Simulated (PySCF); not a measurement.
Gas-phase reaction: ZrCl3OH + 2 Cl → ZrCl4 + O + HCl

Computed with PySCF and rigid-rotor harmonic-oscillator thermochemistry at 1 bar. † marks an energy on the PBE0/def2-TZVP geometry and frequencies. CCSD(T) freezes the core. Open shells (unrestricted): Cl (multiplicity 2, electronic degeneracy 6), O (multiplicity 3, electronic degeneracy 9); the rest are closed-shell singlets. Spin-orbit splitting is ignored; it lowers the true energy and changes the entropy of Cl, O. B3LYP is the form with VWN-RPA correlation. Zr: scalar-relativistic def2 core potential, no spin-orbit coupling. ZrCl3OH: computed as isolated molecules; such fragments, hydroxides, amides, oligomers or adducts are transient or little studied in the gas. CCSD(T) isn't extrapolated to the basis-set limit; its ΔH°(298 K) is 52.2 kJ in def2-SVP and 43.8 kJ in def2-TZVPP. The harmonic model lacks anharmonicity and excited electronic states, which grow with temperature; levels with a mode under 35 cm⁻¹ are left out. Soft modes under 120 cm⁻¹ make the harmonic entropy rough for ZrCl3OH, ZrCl4.

```csv
level,"ΔE electronic, kJ","ΔH°(298 K), kJ","ΔS°(298 K), J/K","ΔG°(600 K), kJ"
B3LYP/def2-TZVP†,67,56,-3,59
BLYP/def2-TZVP†,79,68,-3,71
CCSD(T)/def2-SVP†,63,52,-3,55
HF/def2-TZVP†,-9,-20,-3,-17
PBE0/def2-QZVP†,48,38,-3,40
```
ΔH° is lowest at HF/def2-TZVP† and highest at BLYP/def2-TZVP†. No reference value is set beside these.
